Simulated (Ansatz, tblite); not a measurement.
Removing and adding an electron: (HBe-mu-H)2 (Be2H4). The state is a singlet with charge 0. Geometry: PBE-D4/def2-TZVP. Ansatz, gas phase; energy differences of separate SCF runs; the oxidised species was run as a doublet alone; the reduced species was run as a doublet alone.

```xyz
6

Be   -0.941   -0.034    0.358
H    -2.192   -0.075    0.839
H     0.100   -1.075    0.164
Be    0.941    0.033   -0.360
H     2.193    0.075   -0.834
H    -0.101    1.075   -0.167
```

The xTB rows come from tblite. Correlated methods freeze no core orbitals. In CCSD on the charge 1 doublet the largest single amplitude is 0.30, so its Hartree–Fock determinant may place the open shell otherwise than the density functionals do.

Question: Estimate orbital energies and vertical ionisation energies and electron affinities at: GFN1-xTB; GFN2-xTB; HF/def2-TZVPD; PBE-D4/def2-TZVP; PBE-D4/def2-TZVPD; r2SCAN-D4/def2-TZVP; r2SCAN-D4/def2-TZVPD; PBE0-D4/def2-TZVP; PBE0-D4/def2-TZVPD; MP2/def2-TZVPD; CCSD/def2-TZVPD; CCSD/def2-TZVPP; CCSD(T)/def2-TZVPD; CCSD(T)/def2-TZVPP.

Answer: 
```tsv
level	−HOMO (eV)	vertical IE (eV)	−LUMO (eV)	vertical EA (eV)	HOMO–LUMO gap (eV)	IE − EA (eV)	remarks
GFN1-xTB	11.70	15.01	7.19	3.65	4.51	11.36	–
GFN2-xTB	11.08	14.09	6.14	2.33	4.93	11.76	–
HF/def2-TZVPD	–	–	–	-0.01	–	–	–
PBE-D4/def2-TZVP	7.41	10.77	3.27	–	4.14	–	–
PBE-D4/def2-TZVPD	7.42	–	3.29	0.96	4.14	–	HOMO above zero (-1 doublet)
r2SCAN-D4/def2-TZVP	7.72	10.89	2.85	–	4.86	–	–
r2SCAN-D4/def2-TZVPD	7.73	–	2.86	0.89	4.86	–	HOMO above zero (-1 doublet)
PBE0-D4/def2-TZVP	8.75	11.17	2.41	–	6.34	–	–
PBE0-D4/def2-TZVPD	8.76	–	2.44	0.86	6.33	–	HOMO above zero (-1 doublet)
MP2/def2-TZVPD	–	–	–	0.48	–	–	–
CCSD/def2-TZVPD	–	–	–	0.53	–	–	–
CCSD/def2-TZVPP	–	11.80	–	–	–	–	large T1 (0.066) (+1 doublet)
CCSD(T)/def2-TZVPD	–	–	–	0.58	–	–	–
CCSD(T)/def2-TZVPP	–	11.77	–	–	–	–	large T1 (0.066) (+1 doublet)
```

Run but left out: HF/def2-TZVPP, MP2/def2-TZVPP (charge +1 doublet: a determinant that CCSD turns far, T1 0.066).   A HOMO above zero means that the electron is unbound at that level or that self-interaction error raises the level; the energy of removing that electron tells which. Raw xTB energy differences between charge states are shifted by several eV; the methods need an empirical correction for them. A negative affinity means that the extra electron isn't bound; its size then hangs on the basis.
